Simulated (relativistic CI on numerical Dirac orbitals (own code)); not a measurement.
Ge12+: q coefficients and field-shift factors

Method of calculation: Dirac-Coulomb-Breit CI, separate exchange-only KLI orbitals for each configuration, derivatives by finite differences, unscaled Slater integrals, QED left out (own radial code, finite nucleus).

Configuration list (outside the closed core [Ne]): 3s²3p⁶3d², 3s²3p⁵3d³, 3s3p⁶3d³, 3s²3p⁶3d4s, 3s²3p⁶3d4p, 3s²3p⁶4s². Double excitations out of closed p, d and f shells are left out; levels of such configurations are missing from the list, as are those of other unlisted configurations, and high levels can miss mixing partners.

With x = (α/α₀)² − 1 an excitation energy changes as ω = ω₀ + qx; K = 2q/ω₀ is the relative enhancement. Terms are leading LS components, so labels can repeat. The field-shift factor is F = δν/δ⟨r²⟩ for the transition from the lowest level.

Lowest level 3s²3p⁶3d² ³F2.

```csv
Level,ω₀ (cm⁻¹),q (cm⁻¹),K,F (GHz/fm²)
3s²3p⁶3d² ³F3,4828,5251,2.18,0.023
3s²3p⁶3d² ³F4,10247,10410,2.03,0.046
3s²3p⁶3d² ¹D2,33862,4469,0.264,0.0215
3s²3p⁶3d² ³P0,37124,3091,0.167,0.0106
3s²3p⁶3d² ³P1,39095,5554,0.284,0.0205
3s²3p⁶3d² ³P2,43879,11410,0.52,0.0479
3s²3p⁶3d² ¹G4,53685,6817,0.254,0.0696
3s²3p⁶3d² ¹S0,127654,7782,0.122,0.176
3s²3p⁵3d³ ⁵S°2,598338,22020,0.0736,0.704
3s²3p⁵3d³ ⁵D°2,600013,14130,0.0471,0.716
3s²3p⁵3d³ ⁵D°3,600423,14280,0.0476,0.735
3s²3p⁵3d³ ⁵D°1,600723,15230,0.0507,0.702
3s²3p⁵3d³ ⁵D°0,601674,16980,0.0565,0.693
```

At this charge energies of transitions that change n are usually good to better than 1 %, and those within a shell (Δn = 0) to a few per cent. Terms inside the open d or f shell come out 10 to 20 % too wide with unscaled integrals.
